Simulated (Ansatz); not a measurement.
Total energies of C2H3CuFN (`CC#[N+][Cu-][F]`).

Cartesian coordinates in Å:
```
C 0.020 -1.312 -1.055
C 0.005 -0.187 -0.151
N -0.008 0.707 0.567
Cu -0.032 2.113 1.698
F -0.058 3.483 2.802
H -0.743 -2.035 -0.760
H -0.184 -0.973 -2.072
H 0.999 -1.795 -1.029
```

Charge 0, multiplicity 1. For Cu the d shell is correlated and the shells below it are frozen. Scalar relativity is left out up to krypton. Geometry: relaxed with PBE0-D4/def2-TZVP. Basis def2-TZVPP, Ansatz.

RPA on PBE orbitals: Hartree–Fock energy of these orbitals -1870.32687 Eh, correlation -1.85172 Eh (frozen core).

| functional | energy without D4 (Eh) | D4 term (kJ/mol) |
| --- | --- | --- |
| LDA (SPW92) | -1868.72975 | – |
| revPBE | -1873.11738 | -41.3 |
| PBE0 | -1872.77616 | -10.9 |
| B3LYP | -1873.33668 | -20.9 |
| r2SCANh | -1873.11554 | -3.4 |
| BHLYP | -1873.09273 | -15.7 |
| CAM-B3LYP | -1873.29830 | -11.1 |
| LC-ωPBE | -1872.92410 | – |
| ωB97X-V | -1873.04016 | – |
| ωB97M-V | -1873.11165 | – |

(1) Give the same for PBE, BLYP, r2SCAN, B97M-V, r2SCAN0, HSE06 (plane-wave form), B2PLYP, PBE-QIDH. (An estimate is asked.)

B3LYP takes the VWN-RPA correlation (the form of Gaussian; ORCA's B3LYP/G). HSE06 is the plane-wave form, built on full-range PBE exchange. The double hybrids freeze the cores in their second-order part.

## Answers

(1) The calculation gave: 
```json
{"functional": "PBE", "energy without D4 (Eh)": "-1872.78611", "D4 term (kJ/mol)": "-13.0"}
{"functional": "BLYP", "energy without D4 (Eh)": "-1873.34111", "D4 term (kJ/mol)": "-28.7"}
{"functional": "r2SCAN", "energy without D4 (Eh)": "-1873.15533", "D4 term (kJ/mol)": "-3.2"}
{"functional": "B97M-V", "energy without D4 (Eh)": "-1872.90169", "D4 term (kJ/mol)": "–"}
{"functional": "r2SCAN0", "energy without D4 (Eh)": "-1873.05905", "D4 term (kJ/mol)": "-3.8"}
{"functional": "HSE06 (plane-wave form)", "energy without D4 (Eh)": "-1872.76198", "D4 term (kJ/mol)": "-10.2"}
{"functional": "B2PLYP", "energy without D4 (Eh)": "-1872.84836", "D4 term (kJ/mol)": "–"}
{"functional": "PBE-QIDH", "energy without D4 (Eh)": "-1872.48959", "D4 term (kJ/mol)": "–"}
```

LC-ωPBE has ω = 0.4 bohr⁻¹.
